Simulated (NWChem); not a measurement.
System: PbHBr, singlet; SMILES [Br][PbH]

Input file for NWChem:

```
start job
memory heap 200 mb stack 900 mb global 1100 mb
geometry units angstroms noautoz
  Pb     0.025038    -0.794767     0.000000
  H     -1.830858    -0.921540     0.000000
  Br     0.008645     1.840122     0.000000
end
basis spherical
  Pb library def2-tzvp
  H library def2-tzvp
  Br library def2-tzvp
end
ecp
  Pb library def2-ecp
end
dft
  xc b3lyp
  iterations 150
  mulliken
end
task dft energy
```

NWChem printed, in part:

```
             Northwest Computational Chemistry Package (NWChem) 7.3.0
             --------------------------------------------------------

 CS  symmetry detected

                             Geometry "geometry" -> ""
                             -------------------------

 Output coordinates in angstroms (scale by  1.889725989 to convert to a.u.)

  No.       Tag          Charge          X              Y              Z
 ---- ---------------- ---------- -------------- -------------- --------------
    1 Pb                  82.0000     0.01882968    -0.78050499     0.00000000
    2 H                    1.0000    -1.83734757    -0.90309121     0.00000000
    3 Br                  35.0000     0.00838039     1.85441429     0.00000000

 Effective nuclear repulsion energy (a.u.)     605.2927788577

      Symmetry information
      --------------------

 Group name             Cs
 Group number              2
 Group order               2
 No. of unique centers     3

                                 NWChem DFT Module
                                 -----------------

 Summary of "ao basis" -> "ao basis" (spherical)
 ------------------------------------------------------------------------------
       Tag                 Description            Shells   Functions and Types
 ---------------- ------------------------------  ------  ---------------------
 Pb                        def2-tzvp                16       50   6s5p3d2f
 H                         def2-tzvp                 4        6   3s1p
 Br                        def2-tzvp                16       48   6s5p4d1f

      Symmetry analysis of basis
      --------------------------

        a'         70
        a"         34

            General Information
            -------------------
          SCF calculation type: DFT
          Wavefunction type:  closed shell.
          No. of atoms     :     3
          No. of electrons :    58
           Alpha electrons :    29
            Beta electrons :    29
          Charge           :     0
          Spin multiplicity:     1
          Use of symmetry is: on ; symmetry adaption is: on
          Maximum number of iterations: 150
          AO basis - number of functions:   104
                     number of shells:    36
          Convergence on energy requested:  1.00D-06
          Convergence on density requested:  1.00D-05
          Convergence on gradient requested:  5.00D-04

              XC Information
              --------------
                         B3LYP Method XC Potential
                     Hartree-Fock (Exact) Exchange  0.200
                        Slater Exchange Functional  0.800 local
                    Becke 1988 Exchange Functional  0.720 non-local
              Lee-Yang-Parr Correlation Functional  0.810
                  VWN I RPA Correlation Functional  0.190 local

             Grid Information
             ----------------
          Grid used for XC integration:  medium
          Radial quadrature: Mura-Knowles
          Angular quadrature: Lebedev.
          Tag              B.-S. Rad. Rad. Pts. Rad. Cut. Ang. Pts.
          ---              ---------- --------- --------- ---------
          Pb                  1.80      123          10.0       590
          H                   0.35       45          10.0       434
          Br                  1.15      112          11.0       590
          Grid pruning is: on
          Number of quadrature shells:   280
          Spatial weights used:  Erf1

      Superposition of Atomic Density Guess
      -------------------------------------

 Sum of atomic energies:       -2792.25943213

      Non-variational initial energy
      ------------------------------

 Total energy =   -2764.686631
 1-e energy   =   -4250.802850
 2-e energy   =    1319.636441
 HOMO         =      -0.249476
 LUMO         =      -0.064569

      Symmetry analysis of molecular orbitals - initial
      -------------------------------------------------

  Numbering of irreducible representations:

     1 a'          2 a"

  Orbital symmetries:

     1 a'          2 a'          3 a'          4 a'          5 a"
     6 a'          7 a'          8 a'          9 a"         10 a'
    11 a'         12 a'         13 a"         14 a'         15 a'
    16 a"         17 a'         18 a"         19 a'         20 a'
    21 a'         22 a"         23 a"         24 a'         25 a'
    26 a'         27 a"         28 a'         29 a'         30 a"
    31 a'         32 a'         33 a'         34 a"         35 a'
    36 a'         37 a"         38 a'         39 a'

     ---------------------------------------------
      Total Density - Mulliken Population Analysis
     ---------------------------------------------

    Atom       Charge   Shell Charges
 -----------   ------   -------------------------------------------------------
    1 Pb  22    21.06   0.07 -0.59  1.78  0.76  1.07  0.85 -0.62  6.55  0.37  0.57  0.19  9.08  0.89  0.07  0.02  0.00
    2 H    1     1.27   0.22  0.60  0.45  0.01
    3 Br  35    35.67   2.00  2.00  1.16  0.78  1.02  1.01  6.00  5.94  1.33  3.01  1.41  8.99  1.02 -0.02  0.03  0.00

   convergence    iter        energy       DeltaE   RMS-Dens  Diis-err
 ---------------- ----- ----------------- --------- --------- ---------
 d= 0,ls=0.0,diis     1  -2767.7183791668 -2.93D+03  1.51D-02  7.09D-01
 d= 0,ls=0.0,diis     2  -2767.6239748599  9.44D-02  1.01D-02  9.38D-01
 d= 0,ls=0.0,diis     3  -2767.7505021554 -1.27D-01  3.03D-03  1.27D-01
 d= 0,ls=0.0,diis     4  -2767.7697520918 -1.92D-02  7.02D-04  4.05D-03
 d= 0,ls=0.0,diis     5  -2767.7701003805 -3.48D-04  2.04D-04  9.87D-04
  Resetting Diis
 d= 0,ls=0.0,diis     6  -2767.7701984263 -9.80D-05  5.56D-05  2.86D-05
 d= 0,ls=0.0,diis     7  -2767.7702028136 -4.39D-06  1.83D-05  1.75D-06
 d= 0,ls=0.0,diis     8  -2767.7702028230 -9.43D-09  1.07D-05  1.46D-06
 d= 0,ls=0.0,diis     9  -2767.7702029732 -1.50D-07  2.00D-06  7.18D-08

         Total DFT energy =    -2767.770202973182
      One electron energy =    -4252.192493607407
           Coulomb energy =     1425.773549447933
    Exchange-Corr. energy =     -107.831036635948
 Nuclear repulsion energy =      166.479777822239

 Numeric. integr. density =       58.000015644089

                  Occupations of the irreducible representations
                  ----------------------------------------------

                     irrep           alpha         beta
                     --------     --------     --------
                     a'               21.0         21.0
                     a"                8.0          8.0

                       DFT Final Molecular Orbital Analysis
                       ------------------------------------

 Vector   27  Occ=2.000000D+00  E=-2.901657D-01  Symmetry=a'
              MO Center=  1.3D-02,  1.1D+00,  2.6D-14, r^2= 3.4D+00
   Bfn.  Coefficient  Atom+Function         Bfn.  Coefficient  Atom+Function
  ----- ------------  ---------------      ----- ------------  ---------------
    72      0.368065  3 Br px                66     -0.260378  3 Br px
    69      0.237556  3 Br px                75      0.234427  3 Br px
    73      0.225299  3 Br py                 6      0.203090  1 Pb s
     5      0.190426  1 Pb s                  3     -0.164353  1 Pb s
    67     -0.157279  3 Br py                10     -0.147478  1 Pb px

 Vector   28  Occ=2.000000D+00  E=-2.866898D-01  Symmetry=a"
              MO Center=  1.0D-02,  1.7D+00, -7.1D-15, r^2= 1.9D+00
   Bfn.  Coefficient  Atom+Function         Bfn.  Coefficient  Atom+Function
  ----- ------------  ---------------      ----- ------------  ---------------
    74      0.482490  3 Br pz                68     -0.342836  3 Br pz
    77      0.321431  3 Br pz                71      0.313382  3 Br pz
    18      0.104808  1 Pb pz                65      0.104542  3 Br pz
    12     -0.097267  1 Pb pz                15      0.075955  1 Pb pz
    23     -0.054760  1 Pb d -1              21      0.036715  1 Pb pz

 Vector   29  Occ=2.000000D+00  E=-2.516787D-01  Symmetry=a'
              MO Center= -4.1D-01,  1.6D-01, -4.2D-14, r^2= 4.5D+00
   Bfn.  Coefficient  Atom+Function         Bfn.  Coefficient  Atom+Function
  ----- ------------  ---------------      ----- ------------  ---------------
    72      0.312877  3 Br px                 6     -0.263228  1 Pb s
     5     -0.240202  1 Pb s                 75      0.234250  3 Br px
    52      0.228436  2 H  s                 53      0.229407  2 H  s
    66     -0.225094  3 Br px                10      0.223900  1 Pb px
    16     -0.216975  1 Pb px                69      0.210282  3 Br px

 Vector   30  Occ=0.000000D+00  E=-1.231943D-01  Symmetry=a"
              MO Center=  8.6D-03, -6.8D-01, -1.2D-13, r^2= 4.0D+00
   Bfn.  Coefficient  Atom+Function         Bfn.  Coefficient  Atom+Function
  ----- ------------  ---------------      ----- ------------  ---------------
    18      0.542762  1 Pb pz                12     -0.404313  1 Pb pz
    21      0.326120  1 Pb pz                15      0.319173  1 Pb pz
    77     -0.170391  3 Br pz                74     -0.138417  3 Br pz
    68      0.107389  3 Br pz                71     -0.107120  3 Br pz
     9      0.084108  1 Pb pz                65     -0.032531  3 Br pz

 Vector   31  Occ=0.000000D+00  E=-5.040659D-02  Symmetry=a'
              MO Center= -8.8D-04, -6.8D-01, -9.0D-16, r^2= 6.1D+00
   Bfn.  Coefficient  Atom+Function         Bfn.  Coefficient  Atom+Function
  ----- ------------  ---------------      ----- ------------  ---------------
    20      0.595510  1 Pb py                17      0.376170  1 Pb py
    11     -0.323022  1 Pb py                62     -0.318792  3 Br s
     5      0.314603  1 Pb s                 76      0.284592  3 Br py
    14      0.277340  1 Pb py                73      0.213596  3 Br py
    70      0.166936  3 Br py                67     -0.162927  3 Br py

[...]
```

Level: B3LYP/def2-TZVP with def2 effective core potentials on Pb. Low-valent species are run as closed-shell singlets; no triplet was tried in these runs. Structure relaxed at the PBE0/def2-SVP level. def2 effective core potentials on Pb; no spin-orbit coupling.
